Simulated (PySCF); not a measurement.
H₂O, SMILES [OH2+], charge +1, multiplicity 2.

Geometry optimised at PBE0-D3(BJ)/def2-TZVPD.

The numbers are results of SMD-PBE0/6-31G* (PySCF), not measurements.

Solvation free energies are E(SMD) − E(gas) at the gas-phase geometry, for 1 M in both phases.

```
solvent  ΔG(solv) (kcal/mol)  its non-electrostatic (CDS) part
-------  -------------------  --------------------------------
water                 -102.6                               1.5
acetone                -79.2                              -0.9
toluene                  [?]                               [?]
```

### Question
Some entries are withheld; supply them. (An estimate is asked for; the answer gives what the named calculation found.)

### Answer

- toluene, ΔG(solv) (kcal/mol): -46.1
- toluene, its non-electrostatic (CDS) part: -0.8
